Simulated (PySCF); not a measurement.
Molecule: SMILES Cc1ccc(S)cc1, C₇H₈S.

Cartesian coordinates in Å; atom numbers follow the order of the lines, from 1:
```xyz
16

C    -2.493   -0.034    0.301
C    -1.012   -0.013    0.075
C    -0.139    0.325    1.100
C     1.230    0.327    0.904
C     1.747   -0.014   -0.337
S     3.489   -0.026   -0.652
C     0.887   -0.356   -1.372
C    -0.478   -0.354   -1.162
H    -2.811   -1.031    0.608
H    -2.777    0.665    1.085
H    -3.027    0.223   -0.611
H    -0.530    0.594    2.071
H     1.890    0.595    1.717
H     3.858    0.349    0.572
H     1.295   -0.620   -2.336
H    -1.138   -0.621   -1.975
```

Frames of a GFN2-xTB Langevin trajectory at 400 K; GIAO PBE0/pcSseg-1 shieldings in PySCF, gas phase, non-relativistic; equivalent atoms averaged within each frame.

References, each an isolated molecule treated in the same way: ¹³C (186.93 ppm) and ¹H (31.72 ppm) vs TMS; ³³S (503.73 ppm) vs CS2. The references are static minima.

Task: How do the shifts (ppm) fluctuate along the trajectory?

Result: 
| time (fs) | C2 | C3/C8 | C5 | C4/C7 | C1 | S6 | H12/H16 | H13/H15 | H14 | H9/H10/H11 |
| --- | --- | --- | --- | --- | --- | --- | --- | --- | --- | --- |
| optimised geometry | 138.5 | 135.0 | 139.2 | 130.9 | 23.4 | -4 | 7.30 | 7.22 | 3.53 | 2.38 |
| 250 | 133.7 | 132.4 | 131.4 | 131.0 | 28.3 | -14 | 7.27 | 7.12 | 4.14 | 2.64 |
| 425 | 147.2 | 137.4 | 135.0 | 128.3 | 23.1 | -23 | 7.81 | 6.80 | 2.83 | 2.34 |
| 625 | 137.2 | 142.7 | 139.6 | 135.3 | 26.1 | 7 | 7.85 | 7.98 | 4.38 | 2.87 |
| 800 | 142.7 | 138.0 | 132.5 | 128.0 | 24.3 | 9 | 7.72 | 7.02 | 3.66 | 2.23 |
| 1000 | 144.1 | 132.9 | 142.3 | 129.6 | 28.4 | 8 | 6.83 | 6.86 | 3.84 | 2.44 |
| mean of frames | 141.0 | 136.7 | 136.1 | 130.5 | 26.1 | -2 | 7.50 | 7.15 | 3.77 | 2.51 |
| standard deviation | 5.4 | 4.2 | 4.7 | 2.9 | 2.3 | 15 | 0.44 | 0.48 | 0.59 | 0.25 |

5 frames give an uncertainty of the mean of about the standard deviation over 2.2 at best, since frames this close in time may not be independent; classical motion lacks zero-point vibration, and the reference would need the same averaging.
